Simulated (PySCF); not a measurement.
H₄F₂OSi₂, singlet, geometry from GFN2-xTB, with bond 6-1 at 1.4 times its length; CASSCF(10,8)/STO-3G run with PySCF.

Input for PySCF:
```python
from pyscf import gto, scf, mcscf
import numpy

mol = gto.Mole()
mol.atom = '''
    O    -0.78925999    0.81095077   -1.36203942
    Si   -0.35781682   -0.06572688   -0.08539671
    F    -0.74336833   -1.59853305   -0.38462310
    F    -1.42529929    0.20765253    1.08649939
    Si    1.82324342    0.34619478    0.42082349
    H    -2.01761268    0.78019549   -1.89370686
    H     2.02891960    1.75634343    0.76517673
    H     2.25437275   -0.46040458    1.56814923
    H     2.69947856    0.01884650   -0.70807027
'''
mol.basis = 'sto-3g'
mol.verbose = 4
mol.build()

mf = scf.RHF(mol)
mf.kernel()
mc = mcscf.CASSCF(mf, 8, 10)
mc.fix_spin_(ss=0.0)
mc.kernel()
occ = numpy.linalg.eigvalsh(mc.fcisolver.make_rdm1(mc.ci, mc.ncas, mc.nelecas))[::-1]
ss = mc.fcisolver.spin_square(mc.ci, mc.ncas, mc.nelecas)[0]
print('natural occupations', occ.round(4), ' <S^2>', round(ss, 4))
```

Task: Predict the main parts of the log of this PySCF run.

Result: 
```
PySCF version 2.14.0

[INPUT] verbose = 4
[INPUT] num. atoms = 9
[INPUT] num. electrons = 58
[INPUT] charge = 0
[INPUT] spin (= nelec alpha-beta = 2S) = 0
[INPUT] symmetry False subgroup None
[INPUT] Mole.unit = angstrom
[INPUT] Symbol           X                Y                Z      unit          X                Y                Z       unit  Magmom
[...]
nuclear repulsion = 315.429468050065
number of shells = 23
number of NR pGTOs = 111
number of NR cGTOs = 37
basis = sto-3g
ecp = {}

******** <class 'pyscf.scf.hf.RHF'> ********
method = RHF
initial guess = minao
damping factor = 0
level_shift factor = 0
DIIS = <class 'pyscf.scf.diis.CDIIS'>
diis_start_cycle = 1
diis_space = 8
diis_damp = 0
SCF conv_tol = 1e-09
SCF conv_tol_grad = None
SCF max_cycles = 50
direct_scf = True
direct_scf_tol = 1e-13
Set gradient conv threshold to 3.16228e-05
Initial guess from minao.
init E= -843.045267985645
[...]
cycle= 1 E= -843.254328218852  delta_E= -0.209  |g|= 0.597  |ddm|= 3.32
[...]
cycle= 2 E= -843.420773664846  delta_E= -0.166  |g|= 0.179  |ddm|= 1.18
[...]
cycle= 3 E= -843.432636280074  delta_E= -0.0119  |g|= 0.0438  |ddm|= 0.288
[...]
cycle= 4 E= -843.43383392189  delta_E= -0.0012  |g|= 0.013  |ddm|= 0.0944
[...]
cycle= 5 E= -843.433953610017  delta_E= -0.00012  |g|= 0.00243  |ddm|= 0.036
[...]
cycle= 6 E= -843.433958307187  delta_E= -4.7e-06  |g|= 0.000457  |ddm|= 0.00742
[...]
cycle= 7 E= -843.433958504393  delta_E= -1.97e-07  |g|= 0.000133  |ddm|= 0.00144
[...]
cycle= 8 E= -843.43395852816  delta_E= -2.38e-08  |g|= 3.65e-05  |ddm|= 0.000529
[...]
cycle= 9 E= -843.433958530062  delta_E= -1.9e-09  |g|= 5.86e-06  |ddm|= 0.000178
[...]
cycle= 10 E= -843.433958530101  delta_E= -3.89e-11  |g|= 1.25e-06  |ddm|= 2.22e-05
[...]
Extra cycle  E= -843.433958530101  delta_E= 2.27e-13  |g|= 5.89e-07  |ddm|= 2.79e-06
converged SCF energy = -843.433958530101

******** <class 'pyscf.mcscf.mc1step.CASSCF'> ********
CAS (5e+5e, 8o), ncore = 24, nvir = 5
max_cycle_macro = 50
max_cycle_micro = 4
conv_tol = 1e-07
conv_tol_grad = None
orbital rotation max_stepsize = 0.02
orbital rotation threshold for CI restart = 0.01
augmented hessian ah_max_cycle = 30
augmented hessian ah_conv_tol = 1e-12
augmented hessian ah_linear dependence = 1e-14
augmented hessian ah_level shift = 1e-08
augmented hessian ah_start_tol = 2.5
augmented hessian ah_start_cycle = 3
augmented hessian ah_grad_trust_region = 3
kf_trust_region = 3
kf_interval = 4
ci_response_space = 4
ci_grad_trust_region = 3
[...]
CASCI E = -843.444121765550  S^2 = 0.0000000
[...]
               |grad[o]|=0.00523  |grad[c]|=0.0164  |ddm|=0.00964  |maxRot[o]|=0.0697
macro iter  29 (  7 JK    2 micro), CASSCF E = -843.526724280270  dE = -4.31850435e-04  S^2 = 0.0000000
               |grad[o]|=0.00348  |grad[c]|=0.022  |ddm|=0.00479  |maxRot[o]|=0.0698
macro iter  30 (  7 JK    2 micro), CASSCF E = -843.526968561888  dE = -2.44281618e-04  S^2 = 0.0000000
               |grad[o]|=0.00228  |grad[c]|=0.0196  |ddm|=0.00532  |maxRot[o]|=0.0698
macro iter  31 ( 15 JK    4 micro), CASSCF E = -843.526604279636  dE =  3.64282253e-04  S^2 = 0.0000000
               |grad[o]|=0.00124  |grad[c]|=0.0633  |ddm|=0.0176  |maxRot[o]|=0.106
macro iter  32 ( 21 JK    4 micro), CASSCF E = -843.526693289369  dE = -8.90097338e-05  S^2 = 0.0000000
               |grad[o]|=0.0018  |grad[c]|=0.00733  |ddm|=0.00115  |maxRot[o]|=0.0551
macro iter  33 (  7 JK    2 micro), CASSCF E = -843.526858276230  dE = -1.64986860e-04  S^2 = 0.0000000
               |grad[o]|=0.00141  |grad[c]|=0.00777  |ddm|=0.00203  |maxRot[o]|=0.0383
macro iter  34 (  7 JK    2 micro), CASSCF E = -843.526993735077  dE = -1.35458848e-04  S^2 = 0.0000000
               |grad[o]|=0.00101  |grad[c]|=0.0128  |ddm|=0.00385  |maxRot[o]|=0.0517
macro iter  35 (  5 JK    2 micro), CASSCF E = -843.527025333990  dE = -3.15989125e-05  S^2 = 0.0000000
               |grad[o]|=0.000542  |grad[c]|=0.00274  |ddm|=0.00103  |maxRot[o]|=0.0258
macro iter  36 (  5 JK    2 micro), CASSCF E = -843.527036661334  dE = -1.13273443e-05  S^2 = 0.0000000
               |grad[o]|=0.00032  |grad[c]|=0.00181  |ddm|=0.000773  |maxRot[o]|=0.0235
macro iter  37 (  3 JK    1 micro), CASSCF E = -843.527037480857  dE = -8.19522825e-07  S^2 = 0.0000000
               |grad[o]|=0.000131  |grad[c]|=0.000398  |ddm|=0.000172  |maxRot[o]|=0.00822
macro iter  38 (  4 JK    1 micro), CASSCF E = -843.527037539624  dE = -5.87666591e-08  S^2 = 0.0000000
               |grad[o]|=5.69e-05  |grad[c]|=0.000127  |ddm|=6.37e-05  |maxRot[o]|=0.0017
1-step CASSCF converged in  38 macro (455 JK 108 micro) steps
CASSCF canonicalization
Density matrix diagonal elements [1.99506216 1.98439808 1.94495255 1.97736413 1.94299301 0.09065853
 0.0341591  0.03041244]
CASSCF energy = -843.527037539624
CASCI E = -843.527037539624  E(CI) = -23.6245766642002  S^2 = 0.0000000
natural occupations [1.9965 1.9952 1.9822 1.9745 1.8993 0.1025 0.03   0.0197]  <S^2> 0.0
```
